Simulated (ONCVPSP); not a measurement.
## What one change does to a pseudopotential (H (Z = 1), ONCV)

H (Z = 1), optimised norm-conserving Vanderbilt (ONCV), made with ONCVPSP 4.0.1 (PBE, scalar-relativistic). Core none, reference 1s1. Waves: 1s: rc 1.45 bohr, ncon 3, nbas 6, qcut 10.5 1/bohr, 2 projectors, debl 2.9 Ha; p scattering state at 0.1 Ha: rc 1.45 bohr, ncon 4, nbas 9, qcut 6 1/bohr, local. Local part: the p channel. Core correction: none.

All-electron outer shells of the reference configuration (PBE, scalar-relativistic, ld1.x):

```csv
shell,level (eV),outermost node (bohr),outermost maximum (bohr)
1s,-6.49,–,1.03
```

Change: all radii scaled by about 1.13 (s 1.64, p 1.64 bohr).

Cutoffs: the cutoffs (Ha) at which the residual kinetic energy of the hardest occupied pseudo-wave falls to 1 and 0.1 mHa per electron; they do not see the model core or the augmentation charge, which bear on the density cutoff. Errors are all-electron minus pseudo energies relative to the spin-unpolarised reference configuration.

Problem. Predict the effect on cutoff, ghosts and configuration errors.

Solution. The potential gets softer (16 Ha and 23 Ha → 13 Ha and 19 Ha); neither file shows a bound ghost. A larger radius leaves more room for a smooth pseudo-wave, so fewer plane waves are needed.

```csv
quantity,base,changed
"cutoff, loose",16 Ha,13 Ha
"cutoff, tight",23 Ha,19 Ha
bound ghosts,none,none
GHOST(+) flags under 300 eV,none,none
"error for 1s0.5, meV [ΔE 4.76 eV]",+1.9,+3.2
```
